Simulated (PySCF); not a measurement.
Two species compared at the same levels of theory.

First species: C₄H₈SSi.
Z-matrix (Å and degrees, GFN2-xTB geometry), rows numbered from 1:
```
C 
C   1  1.3253
C   2  1.4596  1  124.84
C   3  1.5499  2  117.93  1  -150.88
Si  4  1.8729  3   66.79  2  -112.57
S   5  2.1480  3  118.56  4   105.32
H   1  1.0758  2  121.95  3  -179.25
H   1  1.0777  2  121.68  3     0.56
H   2  1.0829  1  119.93  3   179.17
H   3  1.0859  2  112.90  1   -12.76
H   4  1.0810  3  114.57  5   113.35
H   4  1.0820  3  115.55  5  -115.32
H   5  1.4423  3  124.43  4  -108.31
H   6  1.3244  5   96.48  3    -9.33
```

Second species: C₄H₈SSi.
Geometry (GFN2-xTB, Å), atoms numbered from 1 in this order:
```xyz
14
C4H8SSi angstrom
S      2.4278   -0.2408    1.5388
C      1.2417   -0.1262    0.4372
C      0.3763   -1.2771    0.0328
C     -1.0888   -0.8228    0.1127
Si    -1.0659    1.0433   -0.3011
C      0.8447    1.1446   -0.2183
H      0.5740   -2.1517    0.6536
H      0.6208   -1.5368   -1.0024
H     -1.7138   -1.4245   -0.5444
H     -1.4561   -0.9808    1.1273
H     -1.5663    1.3497   -1.6417
H     -1.7063    1.8673    0.7219
H      1.2432    1.1514   -1.2356
H      1.2679    2.0038    0.2972
```

Levels: PBE0/def2-SVPD for HOMO energy, LUMO energy, HOMO–LUMO gap and static isotropic polarisability; TDDFT PBE0/def2-SVPD for lowest singlet excitation; TDA PBE0/def2-SVPD for lowest triplet excitation (Tamm–Dancoff). Geometries: GFN2-xTB. Each species is one conformer at its optimised geometry, gas phase, non-relativistic unless stated; the electronic structure was computed with PySCF and density fitting.

The conformers computed, where there is a choice (atom-mapped SMILES and torsion angles):
- `[CH2:1]=[CH:2][C@@H:3]1[CH2:4][Si@H:5]1[SH:6]`: C1–C2–C3–C4 -151°, H–S6–Si5–C4 47°

The conformers of `S=C1CC[SiH2]C1` aren't listed.

Values for the first species:

| Item | Value |
| --- | --- |
| HOMO energy | -6.27 eV |
| LUMO energy | -0.34 eV |
| HOMO–LUMO gap | 5.93 eV |
| Lowest singlet excitation | 4.98 eV |
| Lowest triplet excitation (Tamm–Dancoff) | 3.77 eV |
| Static isotropic polarisability | 100.4 au |

Q: Estimate the same properties for the second species, and the change in each.

A: 
```json
{"property": "HOMO energy", "first": "-6.27 eV", "second": "-6.23 eV", "second less first": "+0.04 eV"}
{"property": "LUMO energy", "first": "-0.34 eV", "second": "-1.99 eV", "second less first": "-1.65 eV"}
{"property": "HOMO–LUMO gap", "first": "5.93 eV", "second": "4.24 eV", "second less first": "-1.69 eV"}
{"property": "lowest singlet excitation", "first": "4.98 eV", "second": "2.52 eV", "second less first": "-2.46 eV"}
{"property": "lowest triplet excitation (Tamm–Dancoff)", "first": "3.77 eV", "second": "2.05 eV", "second less first": "-1.72 eV"}
{"property": "static isotropic polarisability", "first": "100.4 au", "second": "93.9 au", "second less first": "-6.5 au"}
```

On the first: The 8 singlets span 4.98 to 6.32 eV, and their oscillator strengths add up to 0.55. The principal polarisabilities are 80.1, 86.8 and 134.5 au; their mean is the isotropic value.

On the second: The principal polarisabilities are 73.5, 87.7 and 120.5 au; their mean is the isotropic value. S1 lies 1.72 eV below the HOMO–LUMO gap; its leading configuration is HOMO→LUMO, weight 0.99.
